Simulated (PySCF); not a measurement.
C₄H₁₀Si₂, SMILES CC[SiH2][SiH2]C#C.

The structure is a stationary point at B3LYP-D3(BJ)/def2-SVP. The structure was generated by enumeration, and PubChem lists no compound with its InChIKey, so it may never have been made. One conformer was computed; it need not be the lowest.

The numbers are results of SMD-ωB97X/def2-SVP in PySCF, not measurements.

Solvation free energies are E(SMD) − E(gas) at the gas-phase geometry, for 1 M in both phases. In vacuum the dipole moment is 1.14 D.

Computed solvation free energies in water, dichloromethane, chloroform:
| solvent | ΔG(solv) (kcal/mol) | its non-electrostatic (CDS) part | dipole (D) |
|---|---|---|---|
| water | 3.0 | 6.6 | 1.48 |
| dichloromethane | -3.1 | 0.0 | 1.43 |
| chloroform | -2.7 | -0.2 | 1.39 |
